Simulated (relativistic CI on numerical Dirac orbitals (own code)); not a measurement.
**The 4f ions of charge 2+**

Calculated at this level of theory: Dirac-Coulomb-Breit CI, KLI orbitals optimised for each configuration, model QED (radiative potential, 1s self-energy scaled to tabulated hydrogen-like ionisation energies), valence Slater integrals scaled by 0.75 (own radial code, finite nucleus).

Each species is treated in one configuration, given outside its closed core, with all valence electrons in the open shell. Radial values are for the open shell of highest l, unscaled and averaged over j; ζ includes the Breit term. Labels give the leading LS character, summed over repeated terms.

```tsv
Ion	Configuration	Its lowest level	LS weight (%)	⟨r⟩ (bohr)	⟨r²⟩ (bohr²)	ζ (cm⁻¹)	Next level	E (cm⁻¹)
La2+	4f	²F°5/2	100	1.337	2.445	391.4	²F°7/2	1378.1
Ce2+	4f²	³H4	97	1.225	2.037	511.2	³H5	1459.2
Pr2+	4f³	⁴I°9/2	97	1.145	1.77	635.5	⁴I°11/2	1356.5
Nd2+	4f⁴	?	?	?	?	?	?	?
Pm2+	4f⁵	⁶H°5/2	96	1.031	1.428	909.4	⁶H°7/2	805.53
Sm2+	4f⁶	⁷F0	92	0.9873	1.309	1062	⁷F1	316.96
Eu2+	4f⁷	⁸S°7/2	97	0.9494	1.21	1227	⁶P°7/2	24579
Gd2+	4f⁸	⁷F6	95	0.916	1.127	1404	⁷F5	1673.1
Tb2+	4f⁹	⁶H°15/2	93	0.886	1.055	1595	⁶H°13/2	2882.9
Dy2+	4f¹⁰	⁵I8	92	0.8589	0.9919	1801	⁵I7	4224.2
Ho2+	4f¹¹	⁴I°15/2	97	0.8342	0.9366	2022	⁴I°13/2	5405.9
Er2+	4f¹²	³H6	99	0.8115	0.8874	2259	³F4	4540.6
Tm2+	4f¹³	²F°7/2	100	0.7905	0.8433	2513	²F°5/2	8614.6
```

Q: Fill in the row of Nd2+.

A: Its lowest level ⁵I4; LS weight (%) 97; ⟨r⟩ (bohr) 1.082; ⟨r²⟩ (bohr²) 1.577; ζ (cm⁻¹) 767.6; Next level ⁵I5; E (cm⁻¹) 1114.1.

NIST ASD lists another ground level for La2+ (2D3/2), Gd2+ (9D°2).

With one configuration, terms of near-neutral atoms and ions can be 10 to 25 % off, and close levels can change places.

At low charge ζ of a weakly bound d or f electron comes out too small.
